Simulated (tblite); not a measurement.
Compound: C₆H₉GaO₂.
SMILES with atom numbers: `[CH2:1]=[CH:2][CH2:3][Ga@@H-:4]1[O:5][CH:6]=[CH:7][CH:8]=[O+:9]1` (hydrogens: H10, H11 on C1; H12 on C2; H13, H14 on C3; H15 on Ga4; H16 on C6; H17 on C7; H18 on C8)
Bond orders are those of one Lewis drawing.

Computed with GFN2-xTB (tblite), gas phase: L-BFGS steps from a force-field or distance-geometry start until the largest atomic force falls under 0.01 eV/Å.

Step 18: E = -728.0489 eV
```
atom  x, y, z in Å  |  force x, y, z in eV/Å
C1      1.7166   -0.1773    1.3502    0.046  -0.018  -0.080
C2      2.0798   -0.4299    0.1002   -0.003  -0.015   0.010
C3      1.4349   -1.4471   -0.7765   -0.002  -0.016   0.015
Ga4    -0.4331   -0.8229   -1.3797    0.014  -0.005  -0.039
O5     -0.5715    1.1364   -1.2826    0.023   0.001  -0.001
C6     -1.0494    1.8397   -0.3490   -0.002   0.062   0.046
C7     -1.7921    1.3819    0.7332    0.022   0.035  -0.004
C8     -2.0882    0.0332    0.8855    0.049  -0.011  -0.020
O9     -1.7184   -0.9034    0.1200   -0.013   0.044   0.074
H10     0.9120   -0.7229    1.8222    0.032   0.003   0.020
H11     2.2366    0.5540    1.9451   -0.058   0.011   0.059
H12     2.8990    0.1292   -0.3381   -0.045   0.039  -0.019
H13     2.0715   -1.6692   -1.6370   -0.033  -0.028   0.003
H14     1.2828   -2.3811   -0.2247   -0.009  -0.001   0.012
H15    -1.2719   -1.2668   -2.6110   -0.004   0.040   0.028
H16    -0.8619    2.9243   -0.4221   -0.040  -0.094   0.017
H17    -2.1486    2.0927    1.4626   -0.004  -0.073  -0.059
H18    -2.7067   -0.2642    1.7477    0.029   0.025  -0.063
```

Step 19: E = -728.0503 eV
```
atom  x, y, z in Å  |  force x, y, z in eV/Å
C1      1.7152   -0.1781    1.3497    0.052  -0.018  -0.065
C2      2.0791   -0.4288    0.0996    0.005  -0.031  -0.007
C3      1.4385   -1.4497   -0.7754   -0.038  -0.010   0.004
Ga4    -0.4302   -0.8217   -1.3777    0.014  -0.008  -0.050
O5     -0.5683    1.1374   -1.2840    0.018  -0.002   0.005
C6     -1.0496    1.8390   -0.3508    0.018   0.041   0.039
C7     -1.7913    1.3811    0.7309    0.010   0.023   0.007
C8     -2.0881    0.0336    0.8854    0.056  -0.020  -0.022
O9     -1.7164   -0.9016    0.1207    0.002  -0.014   0.042
H10     0.9145   -0.7296    1.8231    0.050   0.022   0.011
H11     2.2337    0.5558    1.9432   -0.071   0.004   0.062
H12     2.8953    0.1332   -0.3410   -0.049   0.044  -0.010
H13     2.0739   -1.6736   -1.6368   -0.037  -0.031   0.031
H14     1.2809   -2.3806   -0.2197    0.007  -0.001  -0.003
H15    -1.2775   -1.2568   -2.6055    0.001   0.030   0.019
H16    -0.8643    2.9224   -0.4213   -0.030  -0.046   0.003
H17    -2.1474    2.0900    1.4595   -0.025  -0.019  -0.020
H18    -2.7067   -0.2658    1.7462    0.018   0.035  -0.046
```

Step 20: E = -728.0515 eV
```
atom  x, y, z in Å  |  force x, y, z in eV/Å
C1      1.7150   -0.1789    1.3487    0.042  -0.013  -0.021
C2      2.0788   -0.4285    0.0987    0.011  -0.030  -0.024
C3      1.4407   -1.4519   -0.7744   -0.058  -0.005  -0.006
Ga4    -0.4275   -0.8210   -1.3773    0.011   0.000  -0.044
O5     -0.5657    1.1384   -1.2848    0.015  -0.005   0.015
C6     -1.0494    1.8387   -0.3515    0.033  -0.002   0.015
C7     -1.7903    1.3807    0.7292    0.005   0.002   0.011
C8     -2.0870    0.0340    0.8852    0.050  -0.021  -0.017
O9     -1.7147   -0.9005    0.1218    0.027  -0.066   0.001
H10     0.9175   -0.7344    1.8240    0.057   0.026   0.001
H11     2.2299    0.5573    1.9429   -0.071   0.000   0.051
H12     2.8913    0.1373   -0.3436   -0.044   0.045  -0.011
H13     2.0751   -1.6778   -1.6361   -0.034  -0.034   0.042
H14     1.2796   -2.3803   -0.2158    0.015  -0.006  -0.008
H15    -1.2820   -1.2483   -2.6009    0.000   0.019   0.004
H16    -0.8667    2.9202   -0.4208   -0.015   0.022  -0.008
H17    -2.1470    2.0875    1.4568   -0.045   0.031   0.019
H18    -2.7062   -0.2663    1.7441    0.003   0.039  -0.020
```

Step 21: E = -728.0528 eV
```
atom  x, y, z in Å  |  force x, y, z in eV/Å
C1      1.7156   -0.1801    1.3471    0.023  -0.006   0.034
C2      2.0788   -0.4288    0.0973    0.012  -0.015  -0.035
C3      1.4419   -1.4544   -0.7736   -0.062  -0.002  -0.010
Ga4    -0.4245   -0.8204   -1.3779    0.004   0.011  -0.028
O5     -0.5626    1.1392   -1.2853    0.013  -0.009   0.027
C6     -1.0486    1.8385   -0.3518    0.040  -0.038  -0.009
C7     -1.7892    1.3804    0.7277    0.003  -0.023   0.016
C8     -2.0849    0.0339    0.8846    0.034  -0.016  -0.008
O9     -1.7124   -0.9005    0.1230    0.053  -0.101  -0.036
H10     0.9219   -0.7388    1.8249    0.052   0.016  -0.007
H11     2.2245    0.5588    1.9437   -0.058  -0.002   0.029
H12     2.8862    0.1424   -0.3466   -0.035   0.041  -0.019
H13     2.0759   -1.6829   -1.6345   -0.026  -0.036   0.040
H14     1.2785   -2.3801   -0.2118    0.015  -0.015  -0.009
H15    -1.2870   -1.2390   -2.5961   -0.004   0.006  -0.018
H16    -0.8695    2.9184   -0.4204    0.003   0.086  -0.020
H17    -2.1476    2.0854    1.4544   -0.056   0.066   0.045
H18    -2.7056   -0.2659    1.7415   -0.011   0.036   0.007
```

Question: Estimate the geometry and energy of step 22. (The exact step hangs on the optimiser's Hessian estimate; all steps are aligned on step 21, rigid shifts and turns removed.)

Answer: E = -728.0545 eV, largest force 0.140 eV/Å
```
atom  x, y, z in Å  |  force x, y, z in eV/Å
C1      1.7171   -0.1819    1.3452    0.000   0.002   0.084
C2      2.0788   -0.4293    0.0952    0.005   0.014  -0.033
C3      1.4423   -1.4577   -0.7726   -0.048   0.002  -0.006
Ga4    -0.4205   -0.8192   -1.3791   -0.009   0.019  -0.009
O5     -0.5581    1.1399   -1.2856    0.011  -0.006   0.044
C6     -1.0468    1.8381   -0.3522    0.036  -0.054  -0.023
C7     -1.7878    1.3798    0.7262    0.008  -0.042   0.018
C8     -2.0814    0.0330    0.8833    0.011  -0.011   0.002
O9     -1.7084   -0.9023    0.1242    0.074  -0.106  -0.054
H10     0.9286   -0.7446    1.8261    0.035  -0.007  -0.013
H11     2.2162    0.5610    1.9453   -0.029   0.002   0.000
H12     2.8788    0.1502   -0.3509   -0.025   0.030  -0.031
H13     2.0764   -1.6905   -1.6316   -0.014  -0.038   0.028
H14     1.2773   -2.3802   -0.2068    0.008  -0.024  -0.007
H15    -1.2936   -1.2264   -2.5900   -0.008  -0.010  -0.045
H16    -0.8733    2.9173   -0.4202    0.021   0.128  -0.034
H17    -2.1494    2.0838    1.4517   -0.056   0.075   0.049
H18    -2.7050   -0.2647    1.7380   -0.020   0.025   0.028
```

The energy changes by -0.0017 eV. The first-order estimate −F·Δx gives -0.0022 eV and the mean of the old and new forces, exact on a quadratic surface, -0.0016 eV. The step makes an angle of 71° with the force vector and moves no atom by more than 0.015 Å.

The cost below is that of the whole relaxation. The run took 1.0 s of wall time on Arm Neoverse N1, one thread, no GPU, shared host with 64 logical CPUs at a one-minute load of 58.
